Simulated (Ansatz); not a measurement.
The lowest doublet and quartet of HSi (SMILES [SiH]); geometries from B3LYP-D3(BJ)/def2-TZVP, each state relaxed from the structure named, with no frequency check.
Doublet (charge 0, multiplicity 2):
```xyz
2

Si     0.00000     0.00000    -0.10197
H      0.00000     0.00000     1.42756
```
Quartet (charge 0, multiplicity 4):
```xyz
2

Si     0.0000     0.0000    -0.1004
H      0.0000     0.0000     1.4055
```

A positive gap puts the quartet lower; no zero-point energy. U- takes an unrestricted doublet. The quartet is unrestricted in single-reference levels.

Correlated levels freeze the cores.

Programs: Ansatz (a program for electronic structure) with Gaussian orbitals. Each number belongs to the level named beside it.

One of these levels gives -44.32 kcal/mol for the gap E(doublet) − E(quartet), adiabatic. Name it.
A) U-wB97M-V/def2-TZVPP
B) U-HF/cc-pV(D+d)Z
C) U-CCSD/cc-pV(D+d)Z

A, U-wB97M-V/def2-TZVPP. The others give -22.26 (U-HF/cc-pV(D+d)Z), -36.26 (U-CCSD/cc-pV(D+d)Z)
